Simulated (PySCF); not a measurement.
Ligand exchange on a metal centre used in film growth or etching (Zr NH2-H). All species are isolated molecules in the gas phase. One relaxed conformer stands for each flexible species; it need not be the lowest.

Method: TPSSh-D3(BJ)/def2-TZVP // BP86-D3(BJ)/def2-SVP run with PySCF. All candidates: neutral, multiplicity 1. 

| Property | Result |
|---|---|
| HOMO | -6.78 eV |
| LUMO | -1.66 eV |
| HOMO–LUMO gap | 5.11 eV |

### Question
Say which member has these values.
(A) [Zr(NH2)3(H)]
(B) [Zr(NH2)2(H)2]
(C) [Zr(NH2)(H)3]
(D) [Zr(NH2)4]

### Answer
B, [Zr(NH2)2(H)2]. The others give [Zr(NH2)(H)3]: -7.28 eV, -2.36 eV, 4.91 eV; [Zr(NH2)3(H)]: -6.39 eV, -0.42 eV, 5.97 eV; [Zr(NH2)4]: -5.93 eV, -0.36 eV, 5.57 eV
